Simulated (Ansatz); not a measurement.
F5V, SMILES `[F][V]([F])([F])([F])[F]`, relaxed with RKS PBE0-D4/def2-TZVP in the Gaussian-basis code of Ansatz from a GFN2-xTB geometry. The force threshold is 0.005 eV/Å; the program also tests the step.

Total charge 0; spin multiplicity 1.

Start:

```xyz
6

F    -0.816   -0.140   -1.419
V     0.001   -0.002   -0.001
F    -0.906   -1.221    0.643
F     1.415   -0.334   -0.785
F     0.820    0.135    1.416
F    -0.513    1.562    0.145
```

By how much does the energy fall, and how many steps does the optimiser take? (Best estimate.)

Computed: 47.40 kJ/mol, in 3 steps.

Which bonds change most? (Estimate.)

Ansatz gave: V2–F5 from 1.643 to 1.734 Å; F1–V2 from 1.643 to 1.734 Å; V2–F4 from 1.651 to 1.696 Å; V2–F3 from 1.651 to 1.696 Å.

Give the relaxed structure. (Estimate.)

The calculation gave: 
```xyz
6

F    -0.863   -0.147   -1.497
V     0.000    0.000    0.000
F    -0.928   -1.257    0.658
F     1.452   -0.345   -0.805
F     0.865    0.144    1.496
F    -0.526    1.605    0.148
```
